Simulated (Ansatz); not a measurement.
Ansatz (a quantum-chemistry and plane-wave program) input file for B(H)2(Et) (C2H7B), SMILES BCC, PBE0-D3(BJ)/def2-TZVP. 

Ansatz 0.2 input:
```yaml
crystal:
  periodic: [false, false, false]
  atoms:
    - {symbol: B, position_ang: [-0.76545818, 1.00617323, 0.73612410]}
    - {symbol: H, position_ang: [-0.91606669, 1.37118693, 1.83758429]}
    - {symbol: H, position_ang: [-1.35393499, 1.52560497, -0.13020227]}
    - {symbol: C, position_ang: [0.22956421, -0.17366409, 0.45841532]}
    - {symbol: C, position_ang: [0.38444997, -0.62429588, -0.99482499]}
    - {symbol: H, position_ang: [-0.06644704, -1.03583276, 1.06650534]}
    - {symbol: H, position_ang: [1.21528012, 0.10352841, 0.84928557]}
    - {symbol: H, position_ang: [0.73353262, 0.19871874, -1.61429798]}
    - {symbol: H, position_ang: [-0.56899888, -0.96512831, -1.39172219]}
    - {symbol: H, position_ang: [1.09984076, -1.44118441, -1.07931533]}
basis:
  gaussian:
    orbitals: def2-TZVP
hamiltonian:
  xc: pbe0
  dispersion: d3bj
relax: {f_tol: 0.002, max_steps: 200}
```

It prints:

```
WARN ansatz: RAYON_NUM_THREADS=1 ignored (pool sized by the plan → 1); use --threads N
Functional definition: PBE0
integrals: 0.04 GiB planned
837 factors; their error is unknown
mean field: 0.44 GiB planned
mean field evaluation 1: about -2853.9177 eV, gradient 5.5e1 eV
mean field evaluation 2: about -2851.3459 eV, gradient 6.1e1 eV
mean field evaluation 4: about -2861.0252 eV, gradient 1.2e0 eV
mean field evaluation 8: about -2861.0159 eV, gradient 4.7e-2 eV
mean field -2861.01588695 eV, -105.1403945794 hartree, gradient 3.0e-5 eV, S^2 0.000000; 0 other end points of the search recorded, 0 dependent functions left out
the calculation of the forces begins
reference -2861.01591823 eV, -105.1403957287 hartree; 12, 12 occupied and 123, 123 virtual orbitals, 837 factors
relax step   1: F+E_penalty+E_count = -2861.13640143 eV  Δ(F+E_penalty+E_count) = +0.000e0 eV  max|allowed force component| = 8.894e-1 eV/Å  Δτ_max = 0.0000 Å  (25 SCF iters, accepted)
these checks for a lower state are left out or cut short: starts, cluster_reference, orbital_swaps, neighbouring_geometries, increment
integrals: 0.04 GiB planned
837 factors; their error is unknown
mean field: 0.44 GiB planned
mean field evaluation 16: about -2861.0580 eV, gradient 1.6e0 eV
mean field -2861.05105908 eV, -105.1416871310 hartree, gradient 2.2e-5 eV, S^2 0.000000; 0 other end points of the search recorded, 0 dependent functions left out
the calculation of the forces begins
reference -2861.05109044 eV, -105.1416882835 hartree; 12, 12 occupied and 123, 123 virtual orbitals, 837 factors
relax step   2: F+E_penalty+E_count = -2861.17130423 eV  Δ(F+E_penalty+E_count) = -3.490e-2 eV  max|allowed force component| = 3.403e-1 eV/Å  Δτ_max = 0.0267 Å  (29 SCF iters, accepted)
these checks for a lower state are left out or cut short: starts, cluster_reference, orbital_swaps, neighbouring_geometries, increment
integrals: 0.04 GiB planned
837 factors; their error is unknown
mean field: 0.44 GiB planned
mean field -2861.05601928 eV, -105.1418694151 hartree, gradient 2.2e-5 eV, S^2 0.000000; 0 other end points of the search recorded, 0 dependent functions left out
the calculation of the forces begins
reference -2861.05605066 eV, -105.1418705683 hartree; 12, 12 occupied and 123, 123 virtual orbitals, 837 factors
relax step   3: F+E_penalty+E_count = -2861.17624138 eV  Δ(F+E_penalty+E_count) = -4.937e-3 eV  max|allowed force component| = 6.647e-2 eV/Å  Δτ_max = 0.0121 Å  (29 SCF iters, accepted)
these checks for a lower state are left out or cut short: starts, cluster_reference, orbital_swaps, neighbouring_geometries, increment
integrals: 0.04 GiB planned
837 factors; their error is unknown
mean field: 0.44 GiB planned
mean field evaluation 32: about -2861.0559 eV, gradient 3.9e-1 eV
mean field -2861.05616938 eV, -105.1418749313 hartree, gradient 2.2e-5 eV, S^2 0.000000; 0 other end points of the search recorded, 0 dependent functions left out
the calculation of the forces begins
reference -2861.05620077 eV, -105.1418760847 hartree; 12, 12 occupied and 123, 123 virtual orbitals, 837 factors
relax step   4: F+E_penalty+E_count = -2861.17636750 eV  Δ(F+E_penalty+E_count) = -1.261e-4 eV  max|allowed force component| = 1.850e-2 eV/Å  Δτ_max = 0.0048 Å  (30 SCF iters, accepted)
these checks for a lower state are left out or cut short: starts, cluster_reference, orbital_swaps, neighbouring_geometries, increment
integrals: 0.04 GiB planned
837 factors; their error is unknown
mean field: 0.44 GiB planned
mean field -2861.05617920 eV, -105.1418752922 hartree, gradient 2.2e-5 eV, S^2 0.000000; 0 other end points of the search recorded, 0 dependent functions left out
the calculation of the forces begins
reference -2861.05621059 eV, -105.1418764456 hartree; 12, 12 occupied and 123, 123 virtual orbitals, 837 factors
relax step   5: F+E_penalty+E_count = -2861.17636423 eV  Δ(F+E_penalty+E_count) = +3.268e-6 eV  max|allowed force component| = 2.145e-2 eV/Å  Δτ_max = 0.0035 Å  (30 SCF iters, rejected (line search))
these checks for a lower state are left out or cut short: starts, cluster_reference, orbital_swaps, neighbouring_geometries, increment
integrals: 0.04 GiB planned
837 factors; their error is unknown
mean field: 0.44 GiB planned
mean field -2861.05619809 eV, -105.1418759862 hartree, gradient 2.2e-5 eV, S^2 0.000000; 0 other end points of the search recorded, 0 dependent functions left out
the calculation of the forces begins
reference -2861.05622947 eV, -105.1418771395 hartree; 12, 12 occupied and 123, 123 virtual orbitals, 837 factors
relax step   6: F+E_penalty+E_count = -2861.17639158 eV  Δ(F+E_penalty+E_count) = -2.408e-5 eV  max|allowed force component| = 1.934e-3 eV/Å  Δτ_max = 0.0017 Å  (30 SCF iters, accepted)
integrals: 0.04 GiB planned
837 factors; their error is unknown
mean field: 0.44 GiB planned
mean field evaluation 64: about -2861.0560 eV, gradient 4.0e-1 eV
mean field -2861.05619809 eV, -105.1418759862 hartree, gradient 2.2e-5 eV, S^2 0.000000; 1 other end points of the search recorded, 0 dependent functions left out
the calculation of the forces begins
reference -2861.05622947 eV, -105.1418771395 hartree; 12, 12 occupied and 123, 123 virtual orbitals, 837 factors
Total energy: -2861.17642296 eV, -105.1462941689 hartree
Atom 0 at    -0.752651     0.991408     0.737023 Å, force    -0.001934     0.001120     0.000410 eV/Å
Atom 1 at    -0.906030     1.364650     1.866223 Å, force     0.001073    -0.001048    -0.000002 eV/Å
Atom 2 at    -1.368468     1.542293    -0.133297 Å, force     0.000270     0.000822     0.000587 eV/Å
Atom 3 at     0.226723    -0.174222     0.442723 Å, force    -0.000736     0.000209     0.000907 eV/Å
Atom 4 at     0.389148    -0.630890    -1.000201 Å, force     0.000744    -0.001187    -0.001436 eV/Å
Atom 5 at    -0.072781    -1.011781     1.092730 Å, force    -0.000079     0.000272    -0.000405 eV/Å
Atom 6 at     1.196522     0.119655     0.876232 Å, force    -0.000136     0.000840    -0.000310 eV/Å
Atom 7 at     0.737847     0.187988    -1.634059 Å, force     0.000284    -0.000077     0.000136 eV/Å
Atom 8 at    -0.563045    -0.972579    -1.413138 Å, force     0.000021    -0.000335     0.000112 eV/Å
Atom 9 at     1.104497    -1.451417    -1.096684 Å, force     0.000493    -0.000617    -0.000001 eV/Å
Dipole moment:     0.097337    -0.110067    -0.002352 e Å
```

The calculation finished and met its thresholds.

Cost: around 11 core-seconds (rough).
